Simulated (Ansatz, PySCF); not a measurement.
chloro(chlorosilyloxy)silane (Cl₂H₄OSi₂), SMILES Cl[SiH2]O[SiH2]Cl. Atoms are numbered in the order given.

```xyz
9

Si     0.8584    -1.3073     0.4228
Cl    -0.1309    -2.1388    -1.2006
O      0.0000     0.0000     0.9659
Si    -0.8583     1.3074     0.4228
Cl     0.1308     2.1388    -1.2006
H      2.2084    -0.8912    -0.0219
H      0.9071    -2.3061     1.5131
H     -0.9071     2.3061     1.5132
H     -2.2083     0.8912    -0.0220
```

Geometry optimised at B3LYP-D3(BJ)/def2-SVP. Other conformers were not sampled.

Two levels are set side by side: PBE-D3(BJ)/def2-SVP (Ansatz, an electronic-structure program) and B3LYP-D3(BJ)/def2-SVP (Ansatz). Each level has its own optimised geometry; the coordinates shown are those of the second. Frequencies come from the Hessian of PySCF at each geometry. Differences are taken from unrounded values.

```
quantity                            B3LYP-D3(BJ)  PBE-D3(BJ)  PBE-D3(BJ) minus B3LYP-D3(BJ)
----------------------------------  ------------  ----------  -----------------------------
mean bond length (Å)                       1.673       1.685                          0.012
bond Si1–Cl2 (Å)                           2.075       2.079                          0.004
bond Si1–O3 (Å)                            1.656       1.670                          0.015
bond O3–Si4 (Å)                            1.656       1.670                          0.015
bond Si4–Cl5 (Å)                           2.075       2.079                          0.004
bond Si1–H6 (Å)                            1.481       1.496                          0.015
bond Si1–H7 (Å)                            1.479       1.493                          0.014
bond Si4–H8 (Å)                            1.479       1.493                          0.014
bond Si4–H9 (Å)                            1.481       1.496                          0.015
highest harmonic wavenumber (cm⁻¹)          2286        2222                            -64
mean harmonic wavenumber (cm⁻¹)              911         880                            -31
zero-point energy (kcal/mol)               27.36       26.43                          -0.93
```

GGA bonds tend to be longer and softer than those of functionals with exact exchange. Differences between two approximate levels are no errors against the true value.
